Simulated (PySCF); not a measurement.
B(Et)(OH)(NH2) (C2H8BNO), SMILES B(O)(N)CC.

Geometry optimised at B3LYP-D3(BJ)/def2-SVP. The values are those of a single conformer.

Two levels are set side by side: TDA-PBE/def2-SVPD (PySCF) and TDA-M06-2X/def2-SVPD (PySCF). Vertical, same geometry. The lowest singlet is HOMO→LUMO 100 % with PBE and HOMO→LUMO 90 % with the other functional; states are paired by order. Differences are taken from unrounded values.

```csv
quantity,TDA-M06-2X,TDA-PBE,TDA-PBE minus TDA-M06-2X
lowest singlet excitation (eV),6.72,5.81,-0.92
lowest triplet excitation (TDA) (eV),6.58,5.63,-0.95
```

Functionals without exact exchange tend to place singlet excitations lower, as here. Differences between two approximate levels are no errors against the true value.

Rough cost on one machine, each run with all the roots and properties that it gave: TDA-M06-2X against TDA-PBE about 8 times.
